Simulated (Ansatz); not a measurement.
Al₆As₆H₁₈, a cluster cut from wurtzite AlAs (hydrogen-capped). Charge 0, multiplicity 1. Geometry PBE-D4/def2-SVP; atoms count from 1.

Cartesian coordinates in Å:
```
As 0.808 2.067 1.862
Al -0.080 2.728 -0.408
Al 3.185 0.355 -0.891
As 1.089 1.247 -1.980
As -2.359 1.676 -0.124
Al -0.607 -0.109 -3.269
Al 1.082 -0.359 2.514
As 2.090 -1.414 0.539
As -1.369 -0.956 2.368
Al -2.630 -0.817 0.184
Al 0.579 -3.263 -0.284
As -1.110 -1.808 -1.470
H 2.128 2.785 2.096
H -0.016 2.776 2.937
H -0.165 4.313 -0.574
H 3.696 1.509 0.118
H 4.141 -0.321 -1.985
H 1.581 2.305 -2.968
H -3.094 2.394 1.008
H -3.248 2.123 -1.274
H -1.924 0.817 -3.402
H 0.084 -0.815 -4.530
H 1.649 -0.517 3.997
H 3.249 -2.133 1.229
H -2.133 -0.161 3.426
H -1.568 -2.344 2.959
H -4.159 -1.239 0.353
H 1.355 -4.193 -1.333
H -0.170 -3.856 1.019
H -2.086 -2.790 -2.118
```

Single mean-field runs in def2-TZVP are fitted with def2-universal-jkfit.

Q: Estimate the Mulliken populations of the heavy atoms from the PBE0/def2-TZVP orbitals of Ansatz.

A: 
```
atom  charge (e)
 As1       -0.23
 Al2        0.33
 Al3        0.26
 As4       -0.35
 As5       -0.23
 Al6        0.26
 Al7        0.33
 As8       -0.35
 As9       -0.23
Al10        0.33
Al11        0.26
As12       -0.35
```
Mulliken values depend strongly on the basis.

Q: And the Mayer bond orders between heavy atoms (over 0.3)?

A: As1–Al2 0.71 (2.53 Å); As1–Al7 0.71 (2.53 Å); Al2–As4 0.89 (2.46 Å); Al2–As5 0.71 (2.53 Å); Al3–As4 0.71 (2.52 Å); Al3–As8 0.71 (2.53 Å); As4–Al6 0.71 (2.53 Å); As5–Al10 0.71 (2.53 Å); Al6–As12 0.71 (2.53 Å); Al7–As8 0.89 (2.46 Å); Al7–As9 0.71 (2.53 Å); As8–Al11 0.71 (2.53 Å); As9–Al10 0.71 (2.53 Å); Al10–As12 0.89 (2.46 Å); Al11–As12 0.71 (2.52 Å).
